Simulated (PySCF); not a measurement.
A structure optimised at B3LYP-D3(BJ)/def2-TZVP, used in a PySCF frequency run:

```xyz
4

S      0.0003     1.6029     0.0000
C      0.0224     0.1017     0.0000
S     -0.0874    -1.5336     0.0000
H      1.2589    -1.7203     0.0000
```
Charge +1, spin multiplicity 1.

### Question
Write its SMILES, formula and point group.

### Answer
S=C=[SH+], CHS2, Cs

### Question
What are its rotational constants (standard atomic weights)?

### Answer
281.11, 3.1415, 3.1068 GHz
